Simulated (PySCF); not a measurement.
C₂H₄N₂OSi, SMILES N1[SiH](O)N=CC=1.

The structure is a stationary point at r2SCAN-D4/def2-SVP. This is a generated structure with no PubChem entry under its InChIKey; it may be hypothetical. The values are those of a single conformer.

Calculation: PySCF 2.14.0 with TDDFT-LC-ωPBE/def2-SVPD.

Vertical excitations.  State labels are in the subgroup Cs.

```json
[
 {"state": "S1", "symmetry": "A'", "energy (eV)": "3.76", "λ (nm)": "330", "f": "0.001", "main pairs": "HOMO→LUMO 93 %"},
 {"state": "S2", "symmetry": "A\"", "energy (eV)": "3.86", "λ (nm)": "321", "f": "0.000", "main pairs": "HOMO−1→LUMO 92 %"},
 {"state": "S3", "symmetry": "A\"", "energy (eV)": "5.93", "λ (nm)": "209", "f": "0.029", "main pairs": "HOMO−2→LUMO 96 %"},
 {"state": "S4", "symmetry": "A\"", "energy (eV)": "7.17", "λ (nm)": "173", "f": "0.007", "main pairs": "HOMO−3→LUMO 63 %, HOMO−6→LUMO 26 %"},
 {"state": "S5", "symmetry": "A'", "energy (eV)": "7.36", "λ (nm)": "168", "f": "0.035", "main pairs": "HOMO−4→LUMO 84 %"},
 {"state": "S6", "symmetry": "A\"", "energy (eV)": "7.53", "λ (nm)": "165", "f": "0.002", "main pairs": "HOMO→LUMO+3 78 %"},
 {"state": "S7", "symmetry": "A'", "energy (eV)": "7.68", "λ (nm)": "162", "f": "0.002", "main pairs": "HOMO−1→LUMO+3 79 %"},
 {"state": "S8", "symmetry": "A'", "energy (eV)": "8.15", "λ (nm)": "152", "f": "0.001", "main pairs": "HOMO→LUMO+1 51 %, HOMO→LUMO+2 28 %"},
 {"state": "S9", "symmetry": "A'", "energy (eV)": "8.21", "λ (nm)": "151", "f": "0.222", "main pairs": "HOMO−5→LUMO 72 %"},
 {"state": "S10", "symmetry": "A\"", "energy (eV)": "8.29", "λ (nm)": "149", "f": "0.059", "main pairs": "HOMO−1→LUMO+1 59 %, HOMO−1→LUMO+2 16 %"},
 {"state": "T1", "symmetry": "A'", "energy (eV)": "3.12", "λ (nm)": "398", "f": "0", "main pairs": "HOMO→LUMO 90 %"},
 {"state": "T2", "symmetry": "A\"", "energy (eV)": "3.24", "λ (nm)": "382", "f": "0", "main pairs": "HOMO−1→LUMO 88 %"},
 {"state": "T3", "symmetry": "A\"", "energy (eV)": "3.68", "λ (nm)": "337", "f": "0", "main pairs": "HOMO−2→LUMO 87 %"},
 {"state": "T4", "symmetry": "A'", "energy (eV)": "5.20", "λ (nm)": "238", "f": "0", "main pairs": "HOMO−5→LUMO 23 %, HOMO−7→LUMO 23 %, HOMO−4→LUMO 20 %, HOMO−2→LUMO+3 19 %"}
]
```
Triplets are in the Tamm–Dancoff approximation, which puts them higher than full response would, so one can lie above its singlet here.
